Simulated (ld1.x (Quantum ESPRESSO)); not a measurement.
## How hard is this Sc RRKJ potential?

ld1.x (Quantum ESPRESSO) 7.5 input, shortened:

```
&input
   title='Sc', zed=21., rel=1, dft='PZ', iswitch=3,
   config='[Ar] 3d1 4s1.5 4p0'
 /
 &inputp
   pseudotype=2, tm=.false., lloc=0,
   nlcc=.true., new_core_ps=.true., rcore=0.66
 /
3
3P  2  1   6.00   0.00  1.25  1.25  0.0
3D  3  2   1.00   0.00  1.75  1.75  0.0
4S  1  0   1.50   0.00  2.45  2.45  0.0
 &test
   configts(1)='3p6 3d1 4s1.5 4p0'
 /
```

The pseudo-atom Hamiltonian at the reference potential is diagonalised in spherical Bessel functions j_l(qr) that vanish at 20 bohr, with q² up to the cutoff. All-electron valence levels (Ry): 3p -2.7131, 4p -0.2863, 3d -0.4896, 4s -0.5172.

How do the lowest levels (Ry) of each channel move with the cutoff, and are there ghosts?

| cutoff (Ry) | p #1 | p #2 | d #1 | s #1 | f #1 | Σ f·Δε (mRy) |
| --- | --- | --- | --- | --- | --- | --- |
| 8 | -1.3802 | -0.2097 | -0.0904 | -0.5140 | 0.0246 | 8402.2 |
| 18 | -2.5725 | -0.2394 | -0.1206 | -0.5168 | 0.0246 | 1213.9 |
| 35 | -2.6932 | -0.2415 | -0.4239 | -0.5171 | 0.0246 | 185.9 |
| 50 | -2.6997 | -0.2416 | -0.4884 | -0.5172 | 0.0246 | 82.2 |
| 80 | -2.7125 | -0.2418 | -0.4896 | -0.5172 | 0.0246 | 4.6 |
| 120 | -2.7131 | -0.2418 | -0.4896 | -0.5172 | 0.0246 | 0.7 |
| 400 | -2.7132 | -0.2418 | -0.4896 | -0.5172 | 0.0246 | 0.0 |

Result: no extra level below or beside the all-electron valence levels (p, d, s, f tested); 10 mRy is reached at 80 Ry and 1 mRy at 100 Ry.

Its largest configuration-test error is -1167 meV.
